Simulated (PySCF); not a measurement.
AuF5, SMILES [F][Au]([F])([F])([F])[F], multiplicity 1. Atoms are numbered in the order given.

```xyz
6

Au     0.0000     0.0000    -0.1005
F      1.3348     1.3348    -0.2185
F     -1.3348    -1.3348    -0.2185
F      0.0000     0.0000     1.7557
F      1.3348    -1.3348    -0.2185
F     -1.3348     1.3348    -0.2185
```

Geometry: PBE0-D3(BJ)/def2-SVP. The multiplicity is an assumed one; other spin states were not compared. The def2 effective core potentials stand for the cores of Au; spin–orbit coupling is left out.

Computed with HF/def2-TZVP run with PySCF.

Gas-phase values at a fixed geometry.

Computed frontier levels, gap, dipole moment and polarisability:
```json
{
  "highest_occupied_level": "-17.01 eV",
  "lowest_empty_level": "-5.26 eV",
  "orbital_gap": "11.75 eV",
  "dipole_moment": "0.192 e·Å",
  "quadrupole, principal values (traceless, Buckingham form, about the centre of nuclear charge)": "-6.29, -6.29, 12.59 D·Å",
  "mean_static_polarisability": "45.5 bohr³ (6.74 Å³)",
  "polarisability_principal_values": "36.6, 49.9, 49.9 bohr³"
}
```
